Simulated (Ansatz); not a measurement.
Total energies of C$_{7}$H$_{16}$O, SMILES `CCCCC(O)CC`.

Cartesian coordinates in Å:
```
C 2.834 2.079 0.103
C 1.453 1.457 0.000
C 1.331 0.174 0.808
C -0.065 -0.435 0.816
C -0.572 -0.865 -0.547
O 0.394 -1.757 -1.082
C -1.942 -1.525 -0.490
C -3.062 -0.602 -0.043
H 3.078 2.329 1.140
H 3.602 1.388 -0.256
H 2.910 2.996 -0.486
H 0.698 2.176 0.342
H 1.227 1.253 -1.051
H 1.626 0.379 1.844
H 2.041 -0.564 0.423
H -0.075 -1.314 1.470
H -0.773 0.285 1.239
H -0.648 0.024 -1.195
H 0.066 -2.085 -1.923
H -2.174 -1.907 -1.493
H -1.877 -2.400 0.166
H -4.033 -1.096 -0.125
H -2.941 -0.292 0.997
H -3.098 0.302 -0.657
```

Total charge 0; spin multiplicity 1. The structure was optimised at the PBE0-D4/def2-TZVP level. It is one conformer, not always the lowest. Basis def2-TZVPP, the Gaussian-basis code of Ansatz.

RPA on PBE orbitals: Hartree–Fock energy of these orbitals -349.31585 Eh, correlation -2.44477 Eh (frozen core).

| functional | energy without D4 (Eh) | D4 term (kJ/mol) |
| --- | --- | --- |
| LDA (SPW92) | -348.57590 | – |
| PBE | -351.26365 | -49.1 |
| revPBE | -351.62243 | -165.0 |
| BLYP | -351.55164 | -107.6 |
| r2SCAN | -351.53024 | -13.9 |
| B97M-V | -351.73265 | – |
| PBE0 | -351.32081 | -41.6 |
| B3LYP | -351.75873 | -76.9 |
| r2SCANh | -351.51807 | -14.4 |
| r2SCAN0 | -351.50142 | -15.7 |
| HSE06 (plane-wave form) | -351.29950 | -38.4 |
| BHLYP | -351.52610 | -52.7 |
| CAM-B3LYP | -351.55657 | -41.5 |
| LC-ωPBE | -351.53971 | – |
| ωB97X-V | -351.64828 | – |
| ωB97M-V | -351.55852 | – |
| B2PLYP | -351.42379 | – |
| PBE-QIDH | -351.27955 | – |

B3LYP takes the VWN-RPA correlation (the form of Gaussian; ORCA's B3LYP/G). HSE06 is the plane-wave form, built on full-range PBE exchange. The double hybrids freeze the cores in their second-order part.

LC-ωPBE has ω = 0.4 bohr⁻¹.
